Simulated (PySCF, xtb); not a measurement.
C3H6O2Si, SMILES C(OC([SiH3])=O)=C.

GFN2-xTB (xtb) at its own geometry gives an orbital gap of 3.20 eV and a dipole moment of 2.06 D.

Geometry optimised at PBE0-D3(BJ)/def2-SVP. The values are those of a single conformer.

What does HF/def2-TZVP (PySCF) give? (Estimate from the structure and the level; the computed values follow.)

gap 12.75 eV (levels -9.99 and 2.76 eV), dipole 1.95 D.
